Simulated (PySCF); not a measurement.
Simulated outer-valence photoelectron spectrum of `[CH3][Ge@@H]([PH2])[Cl]`. Theory: EOM-IP-CCSD/aug-cc-pVDZ in PySCF, restricted Hartree–Fock reference, 20 core orbitals frozen, non-relativistic, gas phase, PBE0-D3(BJ)/def2-SVP geometry.

Each root has a Gaussian of 0.5 eV full width with its one-hole share as area; cross sections and vibrations are left out, and the highest printed point is 100.

| ionisation energy (eV) | intensity |
| --- | --- |
| 9.0 | 0 |
| 9.1 | 1 |
| 9.2 | 3 |
| 9.3 | 8 |
| 9.4 | 18 |
| 9.5 | 32 |
| 9.6 | 44 |
| 9.7 | 49 |
| 9.8 | 44 |
| 9.9 | 31 |
| 10.0 | 18 |
| 10.1 | 9 |
| 10.2 | 5 |
| 10.3 | 6 |
| 10.4 | 13 |
| 10.5 | 27 |
| 10.6 | 47 |
| 10.7 | 68 |
| 10.8 | 83 |
| 10.9 | 85 |
| 11.0 | 74 |
| 11.1 | 54 |
| 11.2 | 33 |
| 11.3 | 17 |
| 11.4 | 8 |
| 11.5 | 5 |
| 11.6 | 7 |
| 11.7 | 16 |
| 11.8 | 29 |
| 11.9 | 43 |
| 12.0 | 55 |
| 12.1 | 64 |
| 12.2 | 73 |
| 12.3 | 86 |
| 12.4 | 98 |
| 12.5 | 100 |
| 12.6 | 85 |
| 12.7 | 59 |
| 12.8 | 33 |
| 12.9 | 15 |
| 13.0 | 6 |
| 13.1 | 3 |
| 13.2 | 5 |
| 13.3 | 11 |
| 13.4 | 23 |
| 13.5 | 36 |
| 13.6 | 46 |
| 13.7 | 47 |
| 13.8 | 39 |
| 13.9 | 26 |
| 14.0 | 15 |
| 14.1 | 10 |
| 14.2 | 13 |
| 14.3 | 23 |
| 14.4 | 36 |
| 14.5 | 46 |
| 14.6 | 48 |
| 14.7 | 40 |
| 14.8 | 26 |
| 14.9 | 14 |
| 15.0 | 6 |
| 15.1 | 2 |
| 15.2 | 1 |
| 15.3 | 0 |

Question: Where are the maxima, and how many lines lie under the curve?

Answer: 5 maxima, at 9.7, 10.9, 12.5, 13.7 and 14.6 eV, from 8 lines. At this width some lines have no maximum of their own.

Question: List the lines with their holes.

Answer: 
```tsv
E (eV)	leading hole (HF orbital)	area	Koopmans (eV)
9.70	HOMO	0.95	10.17
10.76	HOMO-1	0.95	11.57
10.97	HOMO-2	0.95	11.84
12.02	HOMO-3	0.95	12.91
12.47	HOMO-4	0.94	13.37
12.51	HOMO-5	0.94	13.48
13.66	HOMO-6	0.94	14.54
14.56	HOMO-7	0.94	15.70
```

The widest gap, 1.15 eV, lies between 12.51 and 13.66 eV. Only orbitals with −ε under 21 eV, eight at most, were ionised, so the high end of the curve may lack lines.

Shape of the structure used: `[CH3:1][Ge@@H:2]([PH2:3])[Cl:4]`: H–P3–Ge2–C1 -52°, H–P3–Ge2–C1 42°.

One conformer stands for the species.
